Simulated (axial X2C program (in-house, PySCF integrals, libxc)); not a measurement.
**Spin–orbit effects down a group: molecules with Li, PBE0**

Calculated with an in-house relativistic program for diatomic molecules, spin-free (one-electron X2C) or two-component (2c: spin–orbit coupling with atomic mean-field Coulomb and Gaunt terms, which also bring small scalar terms), in Dyall basis sets with cores contracted in-house; open shells are unrestricted.

Basis sets: Fe dyall-cv3z, Li dyall-cv3z, Li dyall-v3z, Os dyall-v3z, Ru dyall-cv3z.

```
molecule   spin-free state  Re (Å)  ωe (cm⁻¹)  De (eV)  2c state  Re 2c (Å)  ωe 2c (cm⁻¹)  De 2c (eV)
    LiFe  M_S = 3/2, Λ = 0   2.329      377.1     0.75   Ω = 3/2      2.330         376.8         n/a
    LiRu  M_S = 3/2, Λ = 0   2.437      371.6     1.45   Ω = 3/2      2.438         371.3         n/a
    LiOs  M_S = 3/2, Λ = 0   2.335      447.2     1.74   Ω = 3/2      2.347         443.0        1.53
```

Each entry is the lowest single determinant of a limited PBE0 search at one distance. De goes to single-determinant-based atoms at the same level (for ions the charge split of lowest energy) and is withheld (n/a) where an atom does not fit its ground term or J level. Main or longest-lived isotopes. One determinant is a doubtful description, or other states lie close, for LiFe, LiRu, LiOs; these need not be ground states, and all values refer to the states named. With several unpaired electrons the Ω given is that of one determinant, not necessarily of the lowest component. The functionals have no current term, which raises determinants with orbital currents.
